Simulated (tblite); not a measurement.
Compound: C6H16AlNO.
SMILES with atom numbers: `[CH3:1][N:2]([CH3:3])[C@H:4]1[CH2:5][CH2:6][O+:7]([AlH3-:8])[CH2:9]1` (hydrogens: H10, H11, H12 on C1; H13, H14, H15 on C3; H16 on C4; H17, H18 on C5; H19, H20 on C6; H21, H22, H23 on Al8; H24, H25 on C9)

Computed with GFN2-xTB (tblite), gas phase: L-BFGS steps from a force-field or distance-geometry start until the largest atomic force falls under 0.01 eV/Å.

Step 61: E = -792.1315 eV
```
atom  x, y, z in Å  |  force x, y, z in eV/Å
C1     -1.7099    1.0142   -0.6165    0.046   0.009   0.014
N2     -1.7284   -0.3348   -0.0798   -0.007   0.007   0.016
C3     -2.6499   -0.4524    1.0306   -0.013   0.008   0.025
C4     -0.4402   -0.9328    0.1883   -0.030  -0.008  -0.040
C5      0.2762   -1.3390   -1.1191   -0.066   0.003  -0.011
C6      1.7347   -0.9960   -0.8581   -0.024   0.034   0.049
O7      1.6836    0.1358   -0.0037    0.000   0.026   0.026
Al8     2.6386    1.7239    0.1086   -0.012   0.019   0.020
C9      0.6208   -0.0587    0.9188   -0.024  -0.041  -0.041
H10    -1.6944    1.7827    0.1647    0.024   0.030   0.053
H11    -0.8410    1.1624   -1.2511    0.042   0.011  -0.035
H12    -2.6068    1.1616   -1.2184   -0.018  -0.022   0.000
H13    -2.8345   -1.5062    1.2349    0.036  -0.009   0.045
H14    -2.2828    0.0351    1.9459   -0.017  -0.010   0.004
H15    -3.5964    0.0067    0.7560   -0.010   0.019  -0.055
H16    -0.6388   -1.8221    0.7940    0.017  -0.013  -0.027
H17     0.1335   -2.3888   -1.3592    0.001  -0.038   0.047
H18    -0.1247   -0.7509   -1.9414    0.016   0.042  -0.045
H19     2.2461   -1.8146   -0.3406    0.026  -0.049   0.007
H20     2.2970   -0.7159   -1.7485    0.018   0.015   0.033
H21     3.2952    1.5338    1.5368   -0.044   0.007  -0.040
H22     1.4409    2.7514    0.0202   -0.008   0.006  -0.009
H23     3.5233    1.4651   -1.1669    0.004   0.004  -0.025
H24     0.2501    0.9293    1.2010    0.023  -0.038  -0.012
H25     0.9971   -0.5656    1.8127    0.022  -0.010   0.000
```

Step 62: E = -792.1335 eV
```
atom  x, y, z in Å  |  force x, y, z in eV/Å
C1     -1.7018    1.0154   -0.6133    0.011  -0.019   0.022
N2     -1.7277   -0.3350   -0.0778    0.014   0.014   0.035
C3     -2.6528   -0.4524    1.0299   -0.001   0.010   0.023
C4     -0.4407   -0.9358    0.1901   -0.024  -0.018  -0.053
C5      0.2747   -1.3396   -1.1192   -0.051   0.007  -0.012
C6      1.7335   -0.9961   -0.8562   -0.026  -0.003   0.017
O7      1.6797    0.1382   -0.0064    0.023   0.020   0.029
Al8     2.6350    1.7275    0.1034   -0.013   0.017   0.023
C9      0.6209   -0.0606    0.9186   -0.041  -0.045  -0.020
H10    -1.6822    1.7834    0.1708    0.025  -0.004  -0.006
H11    -0.8322    1.1562   -1.2509   -0.011   0.029   0.001
H12    -2.6022    1.1612   -1.2128    0.030   0.012   0.017
H13    -2.8381   -1.5064    1.2327    0.033  -0.006   0.043
H14    -2.2917    0.0344    1.9483   -0.005  -0.013  -0.013
H15    -3.5975    0.0074    0.7509   -0.021   0.017  -0.056
H16    -0.6369   -1.8292    0.7918    0.009   0.027  -0.021
H17     0.1298   -2.3899   -1.3608    0.010   0.012   0.039
H18    -0.1233   -0.7441   -1.9390    0.018  -0.006  -0.028
H19     2.2460   -1.8136   -0.3372    0.010  -0.037   0.014
H20     2.2969   -0.7203   -1.7471    0.018   0.026   0.028
H21     3.2853    1.5356    1.5339   -0.036   0.007  -0.037
H22     1.4423    2.7600    0.0143   -0.015   0.000  -0.012
H23     3.5225    1.4684   -1.1705    0.000   0.001  -0.021
H24     0.2502    0.9260    1.2042    0.009  -0.024  -0.013
H25     0.9996   -0.5668    1.8114    0.034  -0.023   0.003
```

Step 63: E = -792.1345 eV
```
atom  x, y, z in Å  |  force x, y, z in eV/Å
C1     -1.6959    1.0177   -0.6091   -0.006  -0.021   0.022
N2     -1.7270   -0.3340   -0.0768    0.014   0.016   0.029
C3     -2.6550   -0.4535    1.0284   -0.002   0.009   0.011
C4     -0.4416   -0.9377    0.1904   -0.014  -0.013  -0.041
C5      0.2734   -1.3413   -1.1186   -0.017   0.008  -0.014
C6      1.7327   -0.9968   -0.8546   -0.014  -0.019  -0.001
O7      1.6780    0.1384   -0.0065    0.029   0.003   0.025
Al8     2.6321    1.7300    0.0998   -0.016   0.015   0.005
C9      0.6197   -0.0624    0.9184   -0.029  -0.034   0.002
H10    -1.6718    1.7841    0.1777    0.023  -0.019  -0.034
H11    -0.8268    1.1553   -1.2491   -0.033   0.031   0.019
H12    -2.5981    1.1662   -1.2064    0.050   0.024   0.026
H13    -2.8419   -1.5084    1.2265    0.027   0.001   0.041
H14    -2.2964    0.0286    1.9501    0.001  -0.008  -0.015
H15    -3.5975    0.0098    0.7473   -0.020   0.009  -0.047
H16    -0.6369   -1.8319    0.7914    0.001   0.033  -0.017
H17     0.1298   -2.3925   -1.3584    0.007   0.029   0.028
H18    -0.1223   -0.7442   -1.9387    0.014  -0.027  -0.020
H19     2.2479   -1.8144   -0.3363   -0.011  -0.016   0.011
H20     2.2956   -0.7213   -1.7460    0.017   0.027   0.027
H21     3.2783    1.5407    1.5303   -0.026   0.004  -0.021
H22     1.4426    2.7650    0.0065   -0.022  -0.003  -0.012
H23     3.5218    1.4702   -1.1732   -0.005  -0.003  -0.015
H24     0.2497    0.9240    1.2041   -0.003  -0.015  -0.009
H25     0.9987   -0.5671    1.8119    0.037  -0.030  -0.001
```

Step 64: E = -792.1355 eV
```
atom  x, y, z in Å  |  force x, y, z in eV/Å
C1     -1.6895    1.0207   -0.6033   -0.014  -0.013   0.016
N2     -1.7261   -0.3325   -0.0757    0.004   0.011   0.011
C3     -2.6571   -0.4552    1.0263   -0.008   0.006  -0.006
C4     -0.4430   -0.9398    0.1898    0.002   0.001  -0.012
C5      0.2723   -1.3439   -1.1177    0.024   0.008  -0.015
C6      1.7320   -0.9983   -0.8528    0.005  -0.021  -0.014
O7      1.6767    0.1375   -0.0052    0.025  -0.020   0.019
Al8     2.6284    1.7327    0.0955   -0.016   0.013  -0.019
C9      0.6174   -0.0648    0.9183    0.003  -0.012   0.025
H10    -1.6595    1.7845    0.1861    0.018  -0.021  -0.042
H11    -0.8216    1.1566   -1.2461   -0.039   0.027   0.028
H12    -2.5926    1.1748   -1.1979    0.050   0.030   0.028
H13    -2.8457   -1.5112    1.2177    0.015   0.008   0.039
H14    -2.3004    0.0200    1.9520    0.005   0.003  -0.010
H15    -3.5971    0.0129    0.7432   -0.013  -0.005  -0.033
H16    -0.6380   -1.8336    0.7907   -0.010   0.024  -0.011
H17     0.1309   -2.3961   -1.3536    0.000   0.030   0.011
H18    -0.1213   -0.7476   -1.9395    0.007  -0.038  -0.017
H19     2.2506   -1.8159   -0.3362   -0.036   0.006   0.005
H20     2.2939   -0.7208   -1.7444    0.018   0.021   0.024
H21     3.2708    1.5485    1.5258   -0.016   0.001  -0.001
H22     1.4421    2.7695   -0.0037   -0.032  -0.006  -0.011
H23     3.5211    1.4715   -1.1762   -0.010  -0.008  -0.008
H24     0.2484    0.9221    1.2025   -0.016  -0.009   0.000
H25     0.9964   -0.5675    1.8134    0.034  -0.035  -0.010
```

Task: Estimate the geometry and energy of step 65. (The exact step hangs on the optimiser's Hessian estimate; all steps are aligned on step 64, rigid shifts and turns removed.)

Result: E = -792.1362 eV, largest force 0.049 eV/Å
```
atom  x, y, z in Å  |  force x, y, z in eV/Å
C1     -1.6851    1.0226   -0.5990   -0.012  -0.001   0.007
N2     -1.7255   -0.3313   -0.0752   -0.002   0.003  -0.007
C3     -2.6584   -0.4563    1.0248   -0.011   0.003  -0.016
C4     -0.4441   -0.9411    0.1889    0.014   0.015   0.014
C5      0.2719   -1.3456   -1.1174    0.041   0.008  -0.010
C6      1.7317   -0.9994   -0.8518    0.018  -0.010  -0.014
O7      1.6763    0.1361   -0.0034    0.017  -0.031   0.013
Al8     2.6251    1.7344    0.0922   -0.012   0.009  -0.028
C9      0.6155   -0.0667    0.9187    0.030   0.003   0.032
H10    -1.6503    1.7844    0.1915    0.014  -0.011  -0.027
H11    -0.8187    1.1584   -1.2434   -0.027   0.019   0.023
H12    -2.5879    1.1820   -1.1914    0.030   0.031   0.019
H13    -2.8471   -1.5129    1.2122    0.002   0.008   0.036
H14    -2.3025    0.0141    1.9528    0.007   0.015  -0.003
H15    -3.5968    0.0149    0.7402   -0.008  -0.016  -0.021
H16    -0.6392   -1.8345    0.7896   -0.016   0.011  -0.005
H17     0.1317   -2.3984   -1.3495   -0.003   0.018  -0.005
H18    -0.1207   -0.7511   -1.9408    0.002  -0.037  -0.018
H19     2.2522   -1.8170   -0.3363   -0.047   0.013   0.002
H20     2.2932   -0.7192   -1.7426    0.019   0.014   0.018
H21     3.2656    1.5545    1.5227   -0.011  -0.001   0.008
H22     1.4406    2.7719   -0.0110   -0.038  -0.007  -0.011
H23     3.5201    1.4717   -1.1784   -0.015  -0.010  -0.003
H24     0.2470    0.9208    1.2008   -0.020  -0.011   0.010
H25     0.9945   -0.5682    1.8147    0.027  -0.035  -0.014
```

The energy changes by -0.0007 eV. The first-order estimate −F·Δx gives -0.0010 eV and the mean of the old and new forces, exact on a quadratic surface, -0.0007 eV. The step makes an angle of 77° with the force vector and moves no atom by more than 0.011 Å.

The cost below is that of the whole relaxation. Time: 2.4 s. Hardware: one thread of an Arm Neoverse N1, no GPU (shared host).
